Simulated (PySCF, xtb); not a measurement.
BH₃N, SMILES [NH]B (connectivity only; charge and spin as stated), charge -1, multiplicity 1.

GFN2-xTB in xtb at its own geometry gives an orbital gap of 5.23 eV.

Geometry optimised at PBE0-D3(BJ)/def2-TZVPD. The multiplicity is an assumed one; other spin states were not compared. The isomer is the one that the SMILES or the coordinates give; other isomers of the formula were not compared.

Question: What does PBE/def2-TZVPD (PySCF) give? (The exact figures need the calculation; the answer reports its results.)

Answer: gap 2.93 eV (levels 0.90 and 3.82 eV).
